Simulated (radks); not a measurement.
Initial-state core-level shifts of the europium ion Eu+ when its valence configuration changes from [Xe] 4f7 6s1. Calculated with a radial shooting solver on a logarithmic mesh with Libxc functionals: Dirac Kohn-Sham, BLYP, spin-unpolarised, spherical densities, point nucleus; open shells fill j = l - 1/2 first. Shifts are changes of the shell-averaged eigenvalues in eV (positive: less bound).

\begin{tabular}{lrrrr}
valence & 2p & 4s & 4p & 5s \\ \hline
4f5 6s1 6p2 & -21.977 & -22.887 & -22.522 & -14.193 \\
4f7 6s0.5 6p0.5 & -0.537 & -0.534 & -0.536 & -0.552 \\
4f4 6s2 6p2 & -34.414 & -35.524 & -34.876 & -20.786 \\
4f8 & +5.806 & +6.255 & +6.183 & +4.261 \\
4f5 5d0.5 6s1 6p1.5 & -20.009 & -20.975 & -20.609 & -12.397 \\
4f6 6s1.5 6p0.5 & -9.489 & -10.014 & -9.869 & -6.373 \\
4f5 5d0.5 6p2.5 & -21.097 & -22.065 & -21.698 & -13.457 \\
4f6 6s1 6p1 & -10.009 & -10.534 & -10.389 & -6.887 \\
4f5 5d1 6s1 6p1 & -18.088 & -19.101 & -18.733 & -10.617 \\
\end{tabular}
